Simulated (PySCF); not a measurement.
A geometry optimisation, step by step.

Species: 4-ethylbenzoic acid, C9H10O2.
Bonds: C1–C2, C2–C3, C3–C4 (aromatic), C4–C5 (aromatic), C5–C6 (aromatic), C6–C7, C7–O8 (double), C7–O9, C6–C10 (aromatic), C10–C11 (aromatic), C3–C11 (aromatic). Hydrogens: H12, H13, H14 on C1; H15, H16 on C2; H17 on C4; H18 on C5; H19 on O9; H20 on C10; H21 on C11.

Method: PBE0-D3(BJ)/def2-SVP geometry optimisation, gas phase in PySCF; density fitting, grid level 1; the optimiser is geomeTRIC in internal coordinates, started from a GFN2-xTB structure. 4 of its 9 geometries are shown. The frame can shift and turn from step to step; on so coarse a grid that alone can change the energy by a few meV, and forces under 0.02 eV/Å are noise.

Step 0: E = -13566.0873 eV, largest atomic force 0.734 eV/Å
```
atom  x, y, z in Å  |  force x, y, z in eV/Å
C1     -3.116    0.361   -0.490    0.180   0.080   0.576
C2     -2.324    0.469    0.815    0.104  -0.133  -0.652
C3     -0.873    0.179    0.570   -0.401   0.136   0.268
C4     -0.399   -1.129    0.607    0.060   0.049  -0.012
C5      0.927   -1.406    0.348    0.156   0.082  -0.066
C6      1.810   -0.371    0.043    0.139   0.058  -0.039
C7      3.224   -0.705   -0.214    0.697  -0.202  -0.113
O8      3.682   -1.822   -0.199   -0.117  -0.002   0.019
O9      3.992    0.368   -0.472   -0.203   0.278   0.015
C10     1.342    0.940   -0.005    0.055  -0.130  -0.014
C11     0.013    1.205    0.256   -0.008  -0.032   0.005
H12    -2.739    1.074   -1.220    0.115   0.262  -0.349
H13    -3.021   -0.638   -0.909    0.007  -0.388  -0.230
H14    -4.169    0.567   -0.313   -0.469   0.076  -0.009
H15    -2.438    1.475    1.224   -0.039   0.259   0.215
H16    -2.726   -0.244    1.538   -0.109  -0.144   0.292
H17    -1.080   -1.933    0.847   -0.292  -0.362   0.115
H18     1.304   -2.417    0.378    0.192  -0.425   0.015
H19     4.905    0.081   -0.626   -0.212  -0.233   0.058
H20     2.025    1.740   -0.243    0.300   0.324  -0.091
H21    -0.347    2.223    0.221   -0.155   0.445  -0.004
```

Step 3: E = -13566.1385 eV, largest atomic force 0.134 eV/Å
```
atom  x, y, z in Å  |  force x, y, z in eV/Å
C1     -3.173    0.391   -0.369    0.006   0.005   0.028
C2     -2.303    0.486    0.884    0.017  -0.011  -0.041
C3     -0.856    0.189    0.600    0.006   0.004  -0.001
C4     -0.372   -1.126    0.642    0.024   0.026  -0.010
C5      0.952   -1.410    0.333   -0.025   0.038   0.048
C6      1.825   -0.377   -0.027    0.014   0.074  -0.062
C7      3.232   -0.732   -0.331   -0.036  -0.056   0.054
O8      3.679   -1.848   -0.240    0.113   0.032  -0.064
O9      3.979    0.316   -0.716   -0.042  -0.042   0.057
C10     1.356    0.940   -0.079   -0.045  -0.062   0.023
C11     0.028    1.212    0.235   -0.001   0.004  -0.009
H12    -2.839    1.104   -1.138    0.007   0.010  -0.003
H13    -3.123   -0.616   -0.810    0.003  -0.013   0.002
H14    -4.226    0.609   -0.137   -0.010   0.002   0.000
H15    -2.391    1.494    1.319    0.001   0.018   0.003
H16    -2.677   -0.216    1.646   -0.005  -0.017   0.009
H17    -1.047   -1.937    0.929   -0.011  -0.012   0.000
H18     1.341   -2.429    0.374    0.004  -0.003  -0.008
H19     4.875   -0.027   -0.855   -0.022  -0.017  -0.023
H20     2.037    1.744   -0.360    0.013   0.007   0.002
H21    -0.332    2.244    0.201   -0.010   0.014  -0.004
```

Step 5: E = -13566.1411 eV, largest atomic force 0.043 eV/Å
```
atom  x, y, z in Å  |  force x, y, z in eV/Å
C1     -3.170    0.388   -0.368   -0.003   0.000  -0.004
C2     -2.302    0.487    0.885   -0.005   0.012   0.007
C3     -0.855    0.190    0.604   -0.013  -0.007   0.004
C4     -0.373   -1.125    0.651    0.023   0.020  -0.009
C5      0.951   -1.408    0.342    0.010  -0.042  -0.001
C6      1.825   -0.379   -0.024    0.003  -0.018   0.028
C7      3.230   -0.735   -0.340    0.005   0.013  -0.005
O8      3.686   -1.850   -0.291   -0.027  -0.003  -0.007
O9      3.972    0.325   -0.696    0.011   0.005   0.008
C10     1.358    0.938   -0.072   -0.016  -0.014  -0.021
C11     0.030    1.212    0.238   -0.007   0.028   0.002
H12    -2.834    1.099   -1.138   -0.002  -0.003   0.000
H13    -3.117   -0.621   -0.806   -0.001   0.003  -0.002
H14    -4.224    0.606   -0.140    0.003  -0.001  -0.001
H15    -2.391    1.497    1.316   -0.001  -0.004   0.001
H16    -2.677   -0.214    1.649    0.004   0.003  -0.002
H17    -1.049   -1.935    0.938    0.007   0.005   0.000
H18     1.338   -2.428    0.380    0.003  -0.001  -0.002
H19     4.859   -0.021   -0.876    0.012   0.005  -0.003
H20     2.041    1.741   -0.352   -0.005  -0.002   0.004
H21    -0.330    2.244    0.201   -0.001  -0.001   0.003
```

Step 8: E = -13566.1416 eV, largest atomic force under 0.02 eV/Å
```
atom  x, y, z in Å  |  force x, y, z in eV/Å
C1     -3.173    0.384   -0.363    0.000   0.000   0.000
C2     -2.301    0.488    0.887   -0.001   0.004  -0.001
C3     -0.854    0.192    0.602   -0.004  -0.004   0.002
C4     -0.371   -1.123    0.648    0.003   0.001  -0.002
C5      0.952   -1.409    0.337   -0.008   0.006   0.001
C6      1.824   -0.379   -0.028    0.007  -0.014   0.004
C7      3.228   -0.734   -0.346    0.006   0.009  -0.007
O8      3.672   -1.856   -0.333   -0.003   0.002   0.002
O9      3.984    0.329   -0.658    0.005   0.000   0.001
C10     1.356    0.938   -0.079   -0.002  -0.009   0.000
C11     0.029    1.214    0.232   -0.002   0.002   0.001
H12    -2.840    1.093   -1.136    0.001   0.000  -0.001
H13    -3.122   -0.626   -0.797    0.000   0.000  -0.001
H14    -4.226    0.602   -0.131    0.000   0.000  -0.001
H15    -2.389    1.499    1.316   -0.001   0.001   0.000
H16    -2.671   -0.211    1.654    0.000   0.000   0.000
H17    -1.046   -1.933    0.939   -0.001   0.001  -0.001
H18     1.339   -2.429    0.374    0.001   0.001  -0.001
H19     4.868   -0.018   -0.847    0.002   0.002   0.000
H20     2.039    1.741   -0.361    0.000  -0.001   0.002
H21    -0.332    2.245    0.193   -0.001   0.000   0.001
```

**Question.** Summarise the path.

**Answer.** The energy falls by 5.24 kJ/mol from step 0 to step 8; nine tenths of that is first reached at step 2. It never rises by more than 0.2 meV. The largest force goes from 0.734 to under 0.02 eV/Å. Among the bonds C1–H13 changes most (a near tie, within 0.001 Å, with another), from 1.088 to 1.101 Å; the atoms move by 0.033 Å rms after alignment.

**Question.** Follow the three bonds and two angles with the largest change from start to end.

**Answer.** 
| step | E above end (kJ/mol) | largest force (eV/Å) | C1–H13 (Å) | C1–H12 (Å) | C1–H14 (Å) | C7–O9–H19 (°) | C1–C2–C3 (°) |
| --- | --- | --- | --- | --- | --- | --- | --- |
| 0 | 5.24 | 0.734 | 1.088 | 1.088 | 1.087 | 109.4 | 110.3 |
| 1 | 1.29 | 0.205 | 1.102 | 1.102 | 1.101 | 105.6 | 112.3 |
| 2 | 0.51 | 0.285 | 1.101 | 1.101 | 1.101 | 106.2 | 112.3 |
| 3 | 0.30 | 0.134 | 1.100 | 1.101 | 1.100 | 106.2 | 112.3 |
| 4 | 0.15 | 0.180 | 1.101 | 1.101 | 1.101 | 106.0 | 112.4 |
| 5 | 0.04 | 0.043 | 1.101 | 1.101 | 1.101 | 105.9 | 112.4 |
| 6 | 0.05 | 0.084 | 1.101 | 1.101 | 1.101 | 106.0 | 112.4 |
| 7 | 0.00 | under 0.02 | 1.101 | 1.101 | 1.101 | 106.0 | 112.4 |
| 8 | 0.00 | under 0.02 | 1.101 | 1.101 | 1.101 | 106.0 | 112.4 |

The cost below is that of the whole optimisation. Cost: about 9 min of CPU time on one thread; the machine was shared, so the figure is rough.
